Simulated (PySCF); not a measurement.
Cartesian coordinates (Å):
SMILES: O[Si](O)(O)O
```xyz
9

O     -1.1240    -0.4766     1.0814
Si     0.0000     0.0000     0.0000
O      1.4455    -0.1568     0.7388
O     -0.4068     1.5139    -0.4501
O      0.0853    -0.8805    -1.3702
H     -0.8914    -1.2157     1.6449
H      2.2169    -0.1853     0.1714
H     -0.7641     2.0834     0.2325
H     -0.5613    -0.6824    -2.0488
```
Charge 0, multiplicity 1.

Q: Give the total energy, dipole moment and HOMO at the level PySCF with PBE0-D4/def2-TZVP.

A: 
```yaml
total_energy: -592.7290 Ha
dipole_moment: 0.00 D
HOMO: -9.11 eV
```
